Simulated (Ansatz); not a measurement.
CH₇Cl₂GaOSi, SMILES `[CH3][Ga-]([Cl])([Cl])[OH+][SiH3]`, relaxed with RKS PBE0-D4/def2-TZVP in the Gaussian-basis code of Ansatz from a PBE-D4/def2-SVP geometry. The force threshold is 0.005 eV/Å; the program also tests the step.

The species carries charge 0 and has multiplicity 1.

Start:

```xyz
13

C    -1.550   -0.630    1.721
Ga    0.259   -0.098    1.195
Cl    0.832    2.026    1.102
Cl    1.996   -1.432    1.548
O     0.493   -0.480   -0.873
Si    0.597    0.754   -2.095
H    -2.294    0.014    1.214
H    -1.666   -0.512    2.816
H    -1.730   -1.688    1.453
H     1.262   -1.094   -0.802
H     0.558    0.027   -3.408
H    -0.627    1.584   -1.900
H     1.870    1.530   -1.972
```

How much energy does the relaxation release, and in how many steps? (An estimate is asked.)

Ansatz gave: 0.07 eV, in 12 steps.

Which bonds change most? (Best estimate.)

The calculation gave: O5–Si6 from 1.740 to 1.697 Å; Ga2–Cl4 from 2.218 to 2.186 Å; Ga2–Cl3 from 2.202 to 2.176 Å; O5–H10 from 0.986 to 0.967 Å.

Give the relaxed structure. (An estimate is asked.)

The calculation gave: 
```xyz
13

C    -1.523   -0.605    1.649
Ga    0.309   -0.102    1.216
Cl    0.896    1.993    1.184
Cl    1.976   -1.443    1.661
O     0.565   -0.447   -0.841
Si    0.547    0.732   -2.062
H    -2.225    0.027    1.103
H    -1.700   -0.474    2.717
H    -1.700   -1.650    1.391
H     1.285   -1.092   -0.855
H     0.458   -0.002   -3.346
H    -0.671    1.521   -1.800
H     1.781    1.542   -2.018
```
